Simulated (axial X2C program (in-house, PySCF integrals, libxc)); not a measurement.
**Low determinants of HfH at the PBE0 level, 2c**

Calculated with an axial X2C code built on PySCF integrals. Two-component (2c) means X2C with spin–orbit coupling and atomic mean-field two-electron Coulomb and Gaunt terms. Basis: Hf dyall-cv3z [13s14p9d7f4g], H dyall-v3z [6s2p1d] (cores contracted in-house); Gaussian nuclei, density fitting, unrestricted open shells. Masses: Hf 179.947 u, H 1.008 u.

Search at 1.840 Å (vertical energies from the lowest determinant):

| ΔE (eV) | state | electrons beyond evenly filled partner blocks | electrons in ±ω = 1/2, 3/2, 5/2, 7/2 |
| --- | --- | --- | --- |
| 0.00 | Ω = 3/2 | ω = 3/2 | 42 21 8 2 |
| 0.21 | Ω = 1/2 | ω = 1/2 | 43 20 8 2 |
| 0.38 | Ω = 5/2 | ω = 5/2 | 42 20 9 2 |
| 0.69 | Ω = 1/2 | ω = 1/2 | 41 22 8 2 |
| 0.72 | Ω = 3/2 | ω = 1/2, ω = -3/2, ω = 5/2 | 41 21 9 2 |
| 0.91 | Ω = 9/2 | ω = 1/2, ω = 3/2, ω = 5/2 | 41 21 9 2 |
| 1.04 | Ω = 1/2 | 2 × ω = -1/2, ω = 3/2 | 42 21 8 2 |

Lowest determinant, Ω = 3/2 (⟨Sz⟩ = -0.43, ⟨Lz⟩ = 1.93 at PBE0): Re = 1.819 Å, ωe = 1690.2 cm⁻¹.

The determinant in row 2 of the search, Ω = 1/2 (⟨Sz⟩ = -0.49, ⟨Lz⟩ = 0.99 at PBE0), was followed along the bond at PBE0; measured from the minimum of the lowest determinant it gives:

Te = 0.207 eV (1673 cm⁻¹), Re = 1.799 Å, ωe = 1712.4 cm⁻¹.

(1) Compare the bond of the determinant in row 2 with that of the lowest one.

The search compares states at one distance, so a state with another bond length can lie lower; it is not exhaustive and yields mostly the lowest determinant of each block pattern, so other components and higher states of one pattern are missing. These are energies of single determinants, not of spin-adapted states; PBE0 term energies can be off by some tenths of an eV, and the functional has no current term. The lowest determinant need not be the ground state where others lie within half an eV.

## Answers

(1) At PBE0 its Re is 0.020 Å shorter and its force constant, which goes as ωe², is 1.03 times that of the lowest determinant. T0 ≈ Te + Δωe/2 = 1673 + (11) = 1684 cm⁻¹.
